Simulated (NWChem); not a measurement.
System: CBCl₂NO; SMILES O=C=NB(Cl)Cl

```xyz
6

B      0.0020     0.4358     0.0000
Cl    -1.5241     1.2961     0.0000
Cl     1.5018     1.3405     0.0000
N      0.0226    -0.9643     0.0000
C      0.0167    -2.1622     0.0000
O      0.0145    -3.3252     0.0000
```
Atoms are numbered in this order, from 1.

The geometry was optimised at PBE0/def2-SVP.

Q: Give the principal values of the shielding tensors (ppm) of B1, Cl2, Cl3, N4, C5 from PBE/pcSseg-1, GIAO (NWChem), with their diamagnetic and paramagnetic parts as GIAO splits them.

A: 
```tsv
atom	σ11	σ22	σ33	isotropic	diamagnetic	paramagnetic
B1	48.0	68.4	84.4	66.9	199.2	-132.3
Cl2	369.0	805.1	815.0	663.1	1147.9	-484.8
Cl3	370.5	805.6	817.6	664.5	1147.9	-483.4
N4	88.1	143.7	280.8	170.8	324.7	-153.9
C5	-36.2	-35.9	249.0	59.0	261.1	-202.2
```
